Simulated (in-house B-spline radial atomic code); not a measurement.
Radial electron density of the potassium ion K³⁺, [Ne] 3s1 3p4 3d1. Computed with a radial B-spline atomic code at the basis-set limit: non-relativistic B3LYP, spherical fractional occupations, point nucleus, inside a hard spherical wall at 2.73 bohr.

Caution: exact exchange at fractional occupations of open shells leaves self-interaction of up to several eV.

Columns: r (bohr), 4πr²n(r) (electrons per bohr), bar.

```
 0.00339   0.5746 #
 0.00401   0.7853 ##
 0.00474    1.067 ##
 0.00561    1.446 ###
 0.00663    1.943 ####
 0.00783     2.59 #####
 0.00926     3.43 #######
  0.0109    4.466 #########
  0.0129    5.799 ###########
  0.0153    7.449 ###############
  0.0181    9.377 ##################
  0.0214    11.57 #######################
  0.0253    13.97 ###########################
  0.0299    16.41 ################################
  0.0353     18.7 #####################################
  0.0417    20.59 ########################################
  0.0493     21.8 ###########################################
  0.0583    22.08 ###########################################
  0.0689    21.35 ##########################################
  0.0814    19.79 #######################################
  0.0963    17.87 ###################################
   0.114    16.27 ################################
   0.134    15.74 ###############################
   0.159    16.62 ################################
   0.188     18.7 #####################################
   0.222    21.08 #########################################
   0.263    22.51 ############################################
    0.31    21.88 ###########################################
   0.367    18.89 #####################################
   0.434    14.32 ############################
   0.513    9.714 ###################
   0.606    6.486 #############
   0.716    5.196 ##########
   0.847    5.361 ##########
       1     5.85 ###########
    1.18      5.7 ###########
     1.4    4.591 #########
    1.65    2.989 ######
    1.95    1.431 ###
    2.31   0.3707 #
     2.7 0.001818
```

On this grid the curve has 3 maxima, near 0.0583, 0.263, 1 bohr.

The 3d radial function P(r) = rR(r), positive near the nucleus:

```tsv
r (bohr)	P
0.0353	0.001386
0.0493	0.003479
0.0689	0.008494
0.0963	0.01997
0.134	0.04421
0.188	0.09383
0.263	0.1832
0.367	0.3255
0.513	0.5215
0.716	0.7349
1	0.8858
1.4	0.8531
1.95	0.5579
2.7	0.02218
```
